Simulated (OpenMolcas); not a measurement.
# Multiplet structure of Ir2+

```
Program             : OpenMolcas 26.06
Method              : CASSCF
Basis               : ANO-RCC-VTZP [8s7p5d3f1g]
Scalar Hamiltonian  : DKH2, point nucleus
Active space        : 7 electrons in 6 orbitals (5d 6s)
State averaging     : 2S+1 = 6 even, 6 roots; 2S+1 = 4 even, 77 roots (60 in the spin-orbit step); 2S+1 = 2 even, 147 roots (129 in the spin-orbit step)
Spin-orbit coupling : RASSI with atomic mean-field integrals over the reference wave functions, term energies averaged over their components
```

Spin-free terms above the lowest, with the occupations of the reference:

```
Configuration   Term  E (cm⁻¹)      Occupations
          5d⁷     ⁴F       0.0  5d 6.96 6s 0.04
          5d⁷     ⁴P      9351  5d 6.83 6s 0.17
       5d⁶ 6s     ⁶D      9386  5d 6.00 6s 1.00
          5d⁷     ²G     11231  5d 6.95 6s 0.05
          5d⁷  ²D(1)     15065  5d 6.89 6s 0.11
          5d⁷     ²P     15218  5d 6.94 6s 0.06
          5d⁷     ²H     16418  5d 6.97 6s 0.03
          5d⁷     ²F     24926  5d 6.81 6s 0.19
       5d⁶ 6s  ⁴D(1)     29332  5d 5.98 6s 1.02
       5d⁶ 6s     ⁴H     30905  5d 6.00 6s 1.00
       5d⁶ 6s  ⁴F(1)     34157  5d 6.02 6s 0.98
       5d⁶ 6s     ⁴G     34543  5d 5.99 6s 1.01
       5d⁶ 6s  ⁴D(2)     40391  5d 5.98 6s 1.02
```

With spin-orbit coupling, above the lowest level:

```json
{"Configuration": "5d⁷", "Term": "⁴F", "J": "9/2", "E (cm⁻¹)": "0.0", "g": "1.302", "Term weight %": "85", "Second": "13 ²G"}
{"Configuration": "5d⁷", "Term": "⁴F", "J": "7/2", "E (cm⁻¹)": "7956", "g": "1.228", "Term weight %": "95", "Second": "4 ²G"}
{"Configuration": "5d⁷", "Term": "²P", "J": "3/2", "E (cm⁻¹)": "9225", "g": "0.988", "Term weight %": "30", "Second": "29 ⁴F"}
{"Configuration": "5d⁷", "Term": "⁴F", "J": "5/2", "E (cm⁻¹)": "9744", "g": "1.123", "Term weight %": "65", "Second": "21 ²D(1)"}
{"Configuration": "5d⁶ 6s", "Term": "⁶D", "J": "9/2", "E (cm⁻¹)": "11468", "g": "1.528", "Term weight %": "89", "Second": "8 ⁴F(1)"}
{"Configuration": "5d⁷", "Term": "⁴P", "J": "5/2", "E (cm⁻¹)": "13722", "g": "1.528", "Term weight %": "68", "Second": "14 5d⁶ 6s ⁶D"}
{"Configuration": "5d⁷", "Term": "⁴F", "J": "3/2", "E (cm⁻¹)": "14024", "g": "1.090", "Term weight %": "41", "Second": "38 ⁴P"}
{"Configuration": "5d⁶ 6s", "Term": "⁶D", "J": "7/2", "E (cm⁻¹)": "16146", "g": "1.563", "Term weight %": "92", "Second": "4 ⁴F(1)"}
{"Configuration": "5d⁷", "Term": "²G", "J": "9/2", "E (cm⁻¹)": "16785", "g": "1.102", "Term weight %": "63", "Second": "22 ²H"}
{"Configuration": "5d⁷", "Term": "⁴P", "J": "1/2", "E (cm⁻¹)": "17984", "g": "2.456", "Term weight %": "60", "Second": "21 5d⁶ 6s ⁶D"}
{"Configuration": "5d⁶ 6s", "Term": "⁶D", "J": "5/2", "E (cm⁻¹)": "19088", "g": "1.603", "Term weight %": "73", "Second": "13 5d⁷ ⁴P"}
{"Configuration": "5d⁶ 6s", "Term": "⁶D", "J": "3/2", "E (cm⁻¹)": "19767", "g": "1.760", "Term weight %": "80", "Second": "7 ⁴P(1)"}
{"Configuration": "5d⁶ 6s", "Term": "⁶D", "J": "1/2", "E (cm⁻¹)": "21566", "g": "2.844", "Term weight %": "67", "Second": "13 5d⁷ ²P"}
{"Configuration": "5d⁷", "Term": "²G", "J": "7/2", "E (cm⁻¹)": "21795", "g": "0.939", "Term weight %": "82", "Second": "12 ²F"}
{"Configuration": "5d⁷", "Term": "²H", "J": "11/2", "E (cm⁻¹)": "23174", "g": "1.091", "Term weight %": "100", "Second": ""}
{"Configuration": "5d⁷", "Term": "⁴P", "J": "3/2", "E (cm⁻¹)": "24811", "g": "1.208", "Term weight %": "36", "Second": "21 ²D(1)"}
{"Configuration": "5d⁷", "Term": "²D(1)", "J": "5/2", "E (cm⁻¹)": "25086", "g": "1.202", "Term weight %": "75", "Second": "17 ⁴F"}
{"Configuration": "5d⁷", "Term": "²P", "J": "1/2", "E (cm⁻¹)": "29576", "g": "1.268", "Term weight %": "66", "Second": "27 ⁴P"}
{"Configuration": "5d⁶ 6s", "Term": "⁴D(1)", "J": "7/2", "E (cm⁻¹)": "30039", "g": "1.285", "Term weight %": "59", "Second": "9 ²F(1)"}
{"Configuration": "5d⁷", "Term": "²H", "J": "9/2", "E (cm⁻¹)": "30927", "g": "0.959", "Term weight %": "76", "Second": "21 ²G"}
{"Configuration": "5d⁷", "Term": "²F", "J": "5/2", "E (cm⁻¹)": "31195", "g": "0.905", "Term weight %": "88", "Second": "6 ²D(2)"}
{"Configuration": "5d⁶ 6s", "Term": "⁴G", "J": "9/2", "E (cm⁻¹)": "33466", "g": "1.162", "Term weight %": "31", "Second": "26 ⁴H"}
{"Configuration": "5d⁶ 6s", "Term": "⁴D(1)", "J": "5/2", "E (cm⁻¹)": "34379", "g": "1.383", "Term weight %": "52", "Second": "28 ⁴P(1)"}
{"Configuration": "5d⁷", "Term": "²D(1)", "J": "3/2", "E (cm⁻¹)": "34580", "g": "1.050", "Term weight %": "37", "Second": "32 ²P"}
{"Configuration": "5d⁶ 6s", "Term": "⁴H", "J": "7/2", "E (cm⁻¹)": "35366", "g": "0.981", "Term weight %": "28", "Second": "27 5d⁷ ²F"}
{"Configuration": "5d⁶ 6s", "Term": "⁴H", "J": "11/2", "E (cm⁻¹)": "35587", "g": "1.185", "Term weight %": "59", "Second": "39 ⁴G"}
{"Configuration": "5d⁶ 6s", "Term": "⁴H", "J": "13/2", "E (cm⁻¹)": "36044", "g": "1.218", "Term weight %": "91", "Second": "9 ²I"}
{"Configuration": "5d⁷", "Term": "²F", "J": "7/2", "E (cm⁻¹)": "36699", "g": "1.111", "Term weight %": "48", "Second": "22 5d⁶ 6s ⁴D(1)"}
{"Configuration": "5d⁶ 6s", "Term": "⁴D(1)", "J": "3/2", "E (cm⁻¹)": "37163", "g": "1.096", "Term weight %": "56", "Second": "17 ²P(1)"}
{"Configuration": "5d⁶ 6s", "Term": "⁴D(1)", "J": "1/2", "E (cm⁻¹)": "39782", "g": "0.228", "Term weight %": "70", "Second": "13 ²P(1)"}
{"Configuration": "5d⁶ 6s", "Term": "⁴F(1)", "J": "5/2", "E (cm⁻¹)": "39877", "g": "1.198", "Term weight %": "33", "Second": "28 ⁴P(1)"}
{"Configuration": "5d⁶ 6s", "Term": "⁴H", "J": "9/2", "E (cm⁻¹)": "40614", "g": "1.116", "Term weight %": "49", "Second": "31 ⁴F(1)"}
{"Configuration": "5d⁶ 6s", "Term": "⁴F(1)", "J": "7/2", "E (cm⁻¹)": "42179", "g": "1.034", "Term weight %": "41", "Second": "29 ⁴H"}
{"Configuration": "5d⁶ 6s", "Term": "⁴D(1)", "J": "5/2", "E (cm⁻¹)": "42314", "g": "1.164", "Term weight %": "31", "Second": "23 ⁴G"}
{"Configuration": "5d⁶ 6s", "Term": "⁴G", "J": "11/2", "E (cm⁻¹)": "42581", "g": "1.171", "Term weight %": "47", "Second": "27 ⁴H"}
{"Configuration": "5d⁶ 6s", "Term": "⁴F(1)", "J": "3/2", "E (cm⁻¹)": "42716", "g": "0.612", "Term weight %": "67", "Second": "16 ⁴D(1)"}
{"Configuration": "5d⁶ 6s", "Term": "⁴D(2)", "J": "3/2", "E (cm⁻¹)": "44139", "g": "1.369", "Term weight %": "32", "Second": "31 ⁴P(1)"}
{"Configuration": "5d⁶ 6s", "Term": "⁴G", "J": "5/2", "E (cm⁻¹)": "46010", "g": "0.955", "Term weight %": "31", "Second": "24 ⁴F(1)"}
{"Configuration": "5d⁶ 6s", "Term": "⁴G", "J": "9/2", "E (cm⁻¹)": "46100", "g": "1.127", "Term weight %": "61", "Second": "17 ⁴H"}
{"Configuration": "5d⁶ 6s", "Term": "⁴D(2)", "J": "1/2", "E (cm⁻¹)": "47014", "g": "1.143", "Term weight %": "52", "Second": "22 ⁴P(1)"}
```

Spin-orbit coupling puts the lowest level 8822 cm⁻¹ below the lowest spin-free term.

Some high roots are left out of the spin-orbit mixing, which shifts the levels that they would mix with. Without dynamic correlation excited terms often stand tens of per cent too high (terms of higher spin than the ground term too low), and those without a measured partner can miss by more than the paired ones. A single d shell beside an s shell can misplace configurations of different d count against each other. Levels of configurations outside the active space are missing. The first state left out of the spin-orbit step lies near 76000 cm-1 above the lowest spin-free state of the reference (among the parities and spins computed), and the list stops at four fifths of that energy or lower. The table shows the lowest 40 of 60 levels.

The term weight is that of the spin-free term in the level, not the purity of its configuration. A number in round brackets counts repeated terms of one configuration in the order of the reference energies.
